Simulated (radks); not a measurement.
Question: All-electron atom: Hg in [Hg]. Calculated with a radial shooting solver on a logarithmic mesh with Libxc functionals: Dirac Kohn-Sham, LDA (Slater exchange, Perdew-Wang correlation), spin-unpolarised, spherical densities, finite nucleus; Fermi nuclear charge, rms radius 5.4648 fm.

Spin-orbit splittings of the eigenvalues, e(l+1/2) - e(l-1/2), with zeta = 2 splitting/(2l+1) and mean radii in bohr:

shell  occ.  splitting (eV)  zeta (eV)  <r> j=l-1/2  <r> j=l+1/2
2p        6            1945       1297      0.05694      0.06561
3p        6               ?          ?       0.1705       0.1864
3d       10           92.40      36.96       0.1622       0.1670
4p        6           104.3      69.52       0.4013       0.4357
4d       10           19.45      7.778       0.4427       0.4539
4f       14           4.197      1.199       0.4793       0.4860
5p        6           18.48      12.32       0.9706        1.069
5d       10           1.850     0.7400        1.461        1.533
6p        0          0.7309     0.4873        3.848        4.573

Estimate the 3p splitting.

Answer: 430.8 eV (zeta = 287.2 eV).
